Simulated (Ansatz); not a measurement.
A run for Ansatz (a first-principles code): R-RI-MP2/cc-pVQZ on BrGeH3O (SMILES [OH][GeH2][Br]), a point of a torsion scan. Files ending in .json are basis or fitting sets from the Basis Set Exchange. The run froze 29 orbitals, filled d shells among them.

Ansatz 0.2 input:
```yaml
crystal:
  periodic: [false, false, false]
  atoms:
    - {symbol: O, position_ang: [1.26771612, 0.19469216, -0.44529484]}
    - {symbol: Ge, position_ang: [-0.34085065, -0.27848311, -0.03364824]}
    - {symbol: Br, position_ang: [-1.19519839, 1.27786694, 1.38977855]}
    - {symbol: H, position_ang: [1.81370063, 0.69061893, 0.16227865]}
    - {symbol: H, position_ang: [-0.33367016, -1.60166349, 0.69298232]}
    - {symbol: H, position_ang: [-1.08767540, -0.26444646, -1.33294555]}
basis:
  gaussian:
    orbitals: cc-pVQZ
    fitting: {mean_field: def2-universal-JKFIT, correlation: cc-pVQZ-RIFIT.json}
magnetization: {spin_polarized: false}
correlation: {method: mp2, electrons: outside_noble_gas}
scf: {lower_state_search: off}
```

Program output:

```
WARN ansatz: RAYON_NUM_THREADS=1 ignored (pool sized by the plan → 1); use --threads N
Functional definition: HF
these checks for a lower state are left out or cut short: stability, starts, cluster_reference, orbital_swaps, neighbouring_geometries, increment
integrals: 0.43 GiB planned
663 factors; integrals over basis functions are off by at most 5.6e0 eV
mean field: 0.73 GiB planned
mean field evaluation 1: about -128560.0969 eV, gradient 3.8e1 eV
mean field evaluation 2: about -128561.6433 eV, gradient 2.7e1 eV
mean field evaluation 4: about -128562.7384 eV, gradient 6.3e-1 eV
mean field -128562.74080139 eV, -4724.5935814954 hartree, gradient 9.3e-7 eV, S^2 0.000000; 0 other end points of the search recorded, 0 dependent functions left out
29 core orbitals not correlated
749 factors; their error is unknown
reference -128562.74080139 eV, -4724.5935814954 hartree; 10, 10 occupied and 242, 242 virtual orbitals, 749 factors
second order -15.46367169 eV of doubles, -0.00000000 eV of singles
Total energy: -128578.20447308 eV, -4725.1618609483 hartree
Checks for a lower state left out: stability, starts, cluster_reference, orbital_swaps, neighbouring_geometries, increment
```

The run converged.

Cost: about 4 core-seconds (a rough figure).
